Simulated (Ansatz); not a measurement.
BFH₄OSSi (`O[SiH2]SBF`), relaxed with RKS PBE-D4/def2-SVP in Ansatz from a rough embedded geometry. The force threshold is 0.03 eV/Å; the program also tests the step.

Charge 0, multiplicity 1.

Start:

```xyz
9

O    -0.403   -0.619   -1.660
Si    0.091    0.787   -0.841
S     1.357    0.315    0.861
B    -0.129   -0.563    1.710
F    -0.232   -2.002    1.524
H     0.461   -1.102   -1.887
H    -1.136    1.525   -0.405
H     0.798    1.620   -1.796
H    -0.807    0.037    2.495
```

```json
{"step": "1", "energy (eV)": "-24196.6450", "largest force (eV/Å)": "3.211", "largest move (Å)": "0.000"}
{"step": "2", "energy (eV)": "-24196.7929", "largest force (eV/Å)": "2.763", "largest move (Å)": "0.194"}
{"step": "3", "energy (eV)": "-24196.8593", "largest force (eV/Å)": "2.925", "largest move (Å)": "0.196"}
{"step": "4", "energy (eV)": "-24197.1360", "largest force (eV/Å)": "1.048", "largest move (Å)": "0.200"}
{"step": "5", "energy (eV)": "-24197.2197", "largest force (eV/Å)": "0.230", "largest move (Å)": "0.200"}
{"step": "6", "energy (eV)": "-24197.2841", "largest force (eV/Å)": "0.185", "largest move (Å)": "0.200"}
{"step": "7", "energy (eV)": "-24197.3284", "largest force (eV/Å)": "0.501", "largest move (Å)": "0.195"}
{"step": "8", "energy (eV)": "-24197.3911", "largest force (eV/Å)": "0.359", "largest move (Å)": "0.200"}
{"step": "9 (rejected)", "energy (eV)": "-24197.3617", "largest force (eV/Å)": "1.187", "largest move (Å)": "0.195"}
{"step": "10", "energy (eV)": "-24197.4271", "largest force (eV/Å)": "0.200", "largest move (Å)": "0.096"}
{"step": "11", "energy (eV)": "-24197.4510", "largest force (eV/Å)": "0.158", "largest move (Å)": "0.099"}
{"step": "12", "energy (eV)": "-24197.4761", "largest force (eV/Å)": "0.231", "largest move (Å)": "0.150"}
{"step": "13", "energy (eV)": "-24197.4899", "largest force (eV/Å)": "0.503", "largest move (Å)": "0.195"}
{"step": "14", "energy (eV)": "-24197.5021", "largest force (eV/Å)": "0.351", "largest move (Å)": "0.200"}
{"step": "15", "energy (eV)": "-24197.5036", "largest force (eV/Å)": "0.285", "largest move (Å)": "0.050"}
{"step": "16 (rejected)", "energy (eV)": "-24197.5020", "largest force (eV/Å)": "0.236", "largest move (Å)": "0.065"}
{"step": "17", "energy (eV)": "-24197.5057", "largest force (eV/Å)": "0.145", "largest move (Å)": "0.032"}
{"step": "18", "energy (eV)": "-24197.5061", "largest force (eV/Å)": "0.165", "largest move (Å)": "0.079"}
{"step": "19", "energy (eV)": "-24197.5075", "largest force (eV/Å)": "0.038", "largest move (Å)": "0.020"}
{"step": "20", "energy (eV)": "-24197.5079", "largest force (eV/Å)": "0.046", "largest move (Å)": "0.032"}
{"step": "21", "energy (eV)": "-24197.5080", "largest force (eV/Å)": "0.058", "largest move (Å)": "0.031"}
{"step": "22", "energy (eV)": "-24197.5082", "largest force (eV/Å)": "0.011", "largest move (Å)": "0.013"}
```

End:

```xyz
9

O    -0.615   -0.356   -1.799
Si    0.101    0.814   -0.840
S     1.345   -0.035    0.740
B     0.000   -0.733    1.738
F     0.320   -1.428    2.829
H    -0.003   -0.948   -2.270
H    -1.032    1.593   -0.259
H     1.060    1.686   -1.600
H    -1.176   -0.592    1.461
```

Run time 15 s (4 threads of an Intel Xeon 6975P-C on a shared host); peak host memory 0.19 GiB.
